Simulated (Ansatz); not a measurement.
`F[CH2][AlH][GaH2]` + HI → `F[CH2][AlH][I]` + `[GaH3]` at 400 K and 1 bar (cleavage of the Al–Ga bond).

Calculated with Ansatz (gas phase, PBE0-D4/def2-TZVP geometries, no zero-point term in ΔE). CCSD(T)/CBS adds triple-zeta CCSD(T) − MP2 to the extrapolated MP2 energy (def2 sets, frozen cores). Elements past krypton have def2 core potentials. For Ga, I outer-core shells are correlated without core-valence functions, which leaves a few kJ/mol of doubt a bond. Scalar relativity is left out up to krypton. One conformer a species, not always the lowest.

| species | CCSD(T)/CBS energy (Eh) | H − E (kJ/mol) | S (J/(mol·K)) |
| --- | --- | --- | --- |
| `F[CH2][AlH][GaH2]` | -2306.75904 | 162.3 | 403.1 |
| HI | -298.03592 | 25.7 | 215.0 |
| `F[CH2][AlH][I]` | -679.13942 | 123.7 | 375.0 |
| `[GaH3]` | -1925.70545 | 64.2 | 231.8 |

H − E and S are ideal-gas, rigid-rotor, harmonic terms from PBE0-D4/def2-TZVP, for one conformer and one mirror image of each species. 1 Eh = 2625.50 kJ/mol, R = 8.31446 J/(mol·K).

Q: By hand: ΔE, ΔH, ΔS and ΔG.

A: ΔE = (-679.13942) + (-1925.70545) − (-2306.75904) − (-298.03592) = -0.04991 Eh = -131.0 kJ/mol. Δ(H − E) = 123.7 + 64.2 − 162.3 − 25.7 = -0.1, so ΔH = -131.1 kJ/mol. ΔS = 375.0 + 231.8 − 403.1 − 215.0 = -11.3 J/(mol·K). ΔG = -131.1 − 400 × (-11.3)/1000 = -126.6 kJ/mol.

Q: By hand: the equilibrium constant, and the temperature at which ΔG would vanish if ΔH and ΔS stayed fixed.

A: log₁₀ K = −ΔG/(RT ln 10) = 16.5. ΔG = 0 at ΔH/ΔS = 11602 K, far beyond where these terms or the molecules hold.

The number of gas molecules stays the same, so ΔS is small and ΔH decides. A doubt of 5 kJ/mol in ΔE shifts log₁₀ K by 0.7 here. Other conformers and mirror images would add mixing entropy, several J/(mol·K) or more a flexible species. Modes under 60 cm⁻¹, often nearly free rotors, make the harmonic entropy too high. These are equilibria of isolated gas molecules and say nothing of rates. Largest T1 diagnostic: 0.013 (customary marks: 0.02 for closed shells, 0.045 for open ones).
